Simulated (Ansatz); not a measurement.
Start from `FC(F)CC(F)(F)C(F)(F)F` and change one atom or group to get `FCC(F)(F)C(F)(F)F`.

Ansatz, PBE0-D4/def2-TZVP geometries, multiplicity 1. Each molecule was computed in one conformer, which needn't be the lowest.

| property | `FC(F)CC(F)(F)C(F)(F)F` |
| --- | --- |
| ideal-gas entropy at 298 K and 1 bar (rigid rotor, harmonic PBE0-D4/def2-TZVP) / J/(mol·K) | 423 |
| size of the dipole moment (PBE/def2-TZVPP) / D | 1.07 |
| HOMO energy (ωB97M-V/def2-TZVPP) / eV | -12.69 |
| LUMO energy (PBE0/def2-TZVPP) / eV | 1.29 |
| size of the dipole moment (B3LYP/def2-TZVPP) / D | 1.15 |
| LUMO energy (PBE/def2-TZVPP) / eV | 0.22 |

Q: Give the same properties after the change, and the shifts. (Estimate.)

A: Computed: 
```
                                                                                  property  `FCC(F)(F)C(F)(F)F`  shift
ideal-gas entropy at 298 K and 1 bar (rigid rotor, harmonic PBE0-D4/def2-TZVP) / J/(mol·K)                  380    -43
                                            size of the dipole moment (PBE/def2-TZVPP) / D                 1.77   0.70
                                                     HOMO energy (ωB97M-V/def2-TZVPP) / eV               -12.61   0.08
                                                        LUMO energy (PBE0/def2-TZVPP) / eV                 0.86  -0.43
                                          size of the dipole moment (B3LYP/def2-TZVPP) / D                 1.92   0.77
                                                         LUMO energy (PBE/def2-TZVPP) / eV                -0.25  -0.47
```

With PBE0 the HOMO rises by 0.06 eV and the LUMO falls by 0.43 eV, so the gap narrows by about 0.49 eV. PBE moves the HOMO by 0.06 eV and ωB97M-V by 0.08 eV. The zero-point energy changes by -55.1 kJ/mol with -9 modes. Dipoles are sizes alone; their direction can turn. Modes under 60 cm⁻¹, often nearly free rotors, make the harmonic entropy too high.

B3LYP here is the variant with VWN-RPA as its local correlation; programs differ in this.
